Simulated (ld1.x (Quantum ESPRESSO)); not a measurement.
**zinc, ultrasoft: configuration errors across variants**

```
Element                 : Zn
Generator               : ld1.x (Quantum ESPRESSO) 7.5
Type                    : ultrasoft
Functional              : PBE
Relativity              : non-relativistic
Frozen core             : [Ar]
Valence charge          : 12
Reference configuration : 3d10 4s1 4p1
Partial waves           : 4s (bound): rcut 2.05, rcutus 2.25 bohr; 4s channel at 3.45 Ry: rcut 2.05, rcutus 2.25 bohr; 4p (bound): rcut 2.25, rcutus 3.00 bohr; 4p channel at 0.5 Ry: rcut 2.25, rcutus 3.00 bohr; 3d (bound): rcut 0.75, rcutus 1.00 bohr; 3d channel at -0.5 Ry: rcut 0.75, rcutus 1.00 bohr
Local potential         : all-electron potential smoothed inside 1.15 bohr (lloc = -1)
Core correction         : none
Augmentation charge     : built from norm-conserving waves at rcut, not smoothed further
```

All-electron excitation energies from the reference (eV): (1) 3d10 4s2 4p0 -4.871; (2) 3d10 4s1 4p0 4.796; (3) 3d10 4s0 4p0 22.879; (4) 3d9 4s2 4p0 13.520; (5) 3d10 4s1.5 4p0 -1.024; (6) 3d10 4s0 4p2 5.224; (7) 3d9 4s2 4p1 7.832.

The overlap operator is not positive definite (basis up to 400 Ry) in “base”, “waves 3d (bound): rcut 0.75, rcutus 1.08 bohr; 3d channel at -0.5 Ry: rcut 0.75, rcutus 1.08 bohr”, “core correction a·sin(br)/r model core inside 0.50 bohr”, “wave 4p channel at 0.5 Ry: rcut 2.25, rcutus 3.00 bohr becomes 4p channel at 5.12 Ry: rcut 2.25, rcutus 3.00 bohr”, “waves 4p (bound): rcut 2.08, rcutus 2.20 bohr; 4p channel at 0.5 Ry: rcut 2.08, rcutus 2.20 bohr”. Such files are unfit for use, however small their errors in these radial tests.

2 further variants failed, have other tests or too few solved ones, and are left out.

A true bound ghost makes a file unfit for plane-wave use even where its test errors are small: the radial tests pick states by their node count and pass the ghost by.

Errors AE − PS in meV (a dash: test not solved or not reliable):

| change | (1) | (2) | (3) | (4) | (5) | (6) | (7) | bound ghosts |
| --- | --- | --- | --- | --- | --- | --- | --- | --- |
| base | -10 | -8.4 | +29 | -229 | +0.6 | +2.0 | -214 | not determined (overlap not positive) |
| local potential all-electron potential smoothed inside 3.34 bohr (lloc = -1) | -129 | -111 | +24 | -611 | +0.5 | +1.7 | -504 | not determined |
| waves 3d (bound): rcut 0.75, rcutus 1.08 bohr; 3d channel at -0.5 Ry: rcut 0.75, rcutus 1.08 bohr | -10 | -8.3 | +29 | -230 | +0.5 | +2.0 | -216 | not determined (overlap not positive) |
| core correction a·sin(br)/r model core inside 0.50 bohr | -15 | -11 | -29 | -279 | -0.4 | -3.1 | -266 | not determined (overlap not positive) |
| wave 4p channel at 0.5 Ry: rcut 2.25, rcutus 3.00 bohr becomes 4p channel at 5.12 Ry: rcut 2.25, rcutus 3.00 bohr | -10 | -8.4 | +29 | -229 | +0.6 | +1.3 | -226 | not determined (overlap not positive) |
| waves 4p (bound): rcut 2.08, rcutus 2.20 bohr; 4p channel at 0.5 Ry: rcut 2.08, rcutus 2.20 bohr | -10 | -8.4 | +29 | -229 | +0.6 | +1.9 | -218 | not determined (overlap not positive) |

(1) Give the same row for: all radii scaled by about 0.86 (s 1.94, p 2.58, d 0.86 bohr, rcut 1.76/1.94/0.64); local potential all-electron potential smoothed inside 0.98 bohr (lloc = -1).

## Answers

(1) +0.6, +0.6, +29, -171, +0.7, +2.3, -193; bound ghosts: s.
